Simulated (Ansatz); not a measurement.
Cost and result for the atomization energy of CH₂OSe₂, SMILES `OC1[Se][Se]1` (6 atoms, 6 bonds).

Charge 0, multiplicity 1. Correlated methods include outer-core shells of Se, which these sets cover unevenly. Scalar relativity is left out up to krypton. Geometry: relaxed with PBE0-D4/def2-TZVP. It is one conformer, not always the lowest. Program: Ansatz. All runs use 4 threads of an Arm Neoverse V2 on a shared host. Times are those of one run each, without the atoms' runs, and a repeat can differ threefold. Electronic energies, without spin–orbit coupling; frozen cores. CCSD(T)/CBS adds CCSD(T) − MP2 in def2-TZVPP to the MP2 limit, and its time is that of the two runs behind it. T1 = 0.010. With those shells the extrapolation isn't a true limit.

CCSD(T)/CBS is a level of theory with its own doubt, some kJ/mol a heavy atom from the limit and from the frozen cores, so smaller differences don't rank the functionals.

| level | functions | wall time |
| --- | --- | --- |
| PBE-D4/def2-TZVPP (with forces) | 186 | 1.7 s |
| PBE0-D4/def2-TZVPP | 186 | 2.3 s |
| CAM-B3LYP-D4/def2-TZVPP | 186 | 2.8 s |
| r2SCAN-D4/def2-TZVPP (with forces) | 186 | 3.7 s |
| r2SCANh-D4/def2-TZVPP | 186 | 4.2 s |
| B2PLYP/def2-TZVPP | 186 | 4.4 s |
| PBE-QIDH/def2-TZVPP | 186 | 4.6 s |
| ωB97X-V/def2-TZVPP | 186 | 6 s |
| CCSD(T)/def2-SVP | 102 | 6 s |
| B97M-V/def2-TZVPP | 186 | 6.5 s |
| MP2/def2-QZVPP | 352 | 15 s |
| CCSD(T)/def2-TZVPP | 186 | 79 s |
| CCSD(T)/CBS(def2) | – | 93 s |

Q: What atomization energy does each give, and how far from CCSD(T)/CBS? (Best estimate.)

A: Computed: 
```
                             level  atomization (kcal/mol)  difference from CCSD(T)/CBS  per bond
   PBE-D4/def2-TZVPP (with forces)                   490.9                         22.2       3.7
                PBE0-D4/def2-TZVPP                   469.4                          0.7       0.1
           CAM-B3LYP-D4/def2-TZVPP                   459.4                         -9.3      -1.5
r2SCAN-D4/def2-TZVPP (with forces)                   469.9                          1.2       0.2
             r2SCANh-D4/def2-TZVPP                   462.9                         -5.8      -1.0
                 B2PLYP/def2-TZVPP                   457.0                        -11.7      -1.9
               PBE-QIDH/def2-TZVPP                   461.0                         -7.7      -1.3
                ωB97X-V/def2-TZVPP                   465.0                         -3.7      -0.6
                  CCSD(T)/def2-SVP                   420.2                        -48.5      -8.1
                 B97M-V/def2-TZVPP                   463.9                         -4.8      -0.8
                    MP2/def2-QZVPP                   479.5                         10.8       1.8
                CCSD(T)/def2-TZVPP                   449.0                        -19.7      -3.3
                 CCSD(T)/CBS(def2)                   468.7                          0.0       0.0
```

From r2SCAN to r2SCAN0 (25 % exact exchange), in def2-TZVPP and without D4, the atomization energy moves by −17.2 kcal/mol: exact exchange takes away binding that semilocal exchange gives to molecules. In def2-TZVPP, CCSD(T) changes the Hartree–Fock value by +176.1 kcal/mol (the triples alone add +15.4 kcal/mol) and MP2 by +195.1 kcal/mol; breaking electron pairs costs correlation energy, which Hartree–Fock lacks. The D4 term adds +6.5 kcal/mol with B3LYP and +3.3 kcal/mol with PBE0; it sums over pairs of atoms, weighted by their polarisabilities, and B3LYP, whose exchange is more repulsive, gets the larger term.

B3LYP here is the variant with VWN-RPA as its local correlation; programs differ in this.

For some Ge, Se and Sn compounds the MP2-based and the directly extrapolated limit differ by 10 to 25 kJ/mol.
